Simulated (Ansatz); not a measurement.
Consider the formal loss of a carbene: `FCC(F)(F)CF` → `F[C]F` + `FCCF`.

Program: Ansatz. Geometries: PBE0-D4/def2-TZVP. ΔE: electronic, gas phase. CCSD(T)/CBS is the MP2 limit (def2-TZVPP, def2-QZVPP) plus CCSD(T) − MP2 in def2-TZVPP, frozen cores. This one scheme is used for every species. DFT in def2-TZVPP. Each species was taken in one conformer, which may not be the lowest.

| level | ΔE (kcal/mol) |
| --- | --- |
| PBE-D4 | 61.7 |
| r2SCAN0-D4 | 66.8 |
| revPBE | 53.5 |
| r2SCAN | 64.2 |
| r2SCAN0 | 66.2 |
| MP2/def2-SVP | 68.5 |
| HF/def2-TZVPP | 54.1 |
| MP2/def2-QZVPP | 65.5 |

**Question.** What does CCSD(T)/CBS give? (Estimate.)

**Answer.** Ansatz gave: +61.8 kcal/mol. The listed levels differ from it by -0.1, 5.0, -8.3, 2.4, 4.4, 6.7, -7.7, 3.7 kcal/mol.

Largest T1 diagnostic among the species: 0.017.

At CCSD(T), def2-SVP lies +2.3 kcal/mol from the extrapolated value and def2-TZVPP −1.2 kcal/mol. Leaving LDA and LC-ωPBE aside and taking each functional with its dispersion term where it has one, the values, not all of them listed here, spread over 10.6 kcal/mol, from BLYP-D4 to r2SCAN0-D4. LDA lies +14.6 kcal/mol from PBE without D4. From BLYP to BHLYP (50 % exact exchange), in def2-TZVPP and without D4, ΔE moves by +9.4 kcal/mol.

CCSD(T)/CBS has its own doubt, a few kJ/mol and more with outer-core shells, so smaller differences from it don't rank the levels.
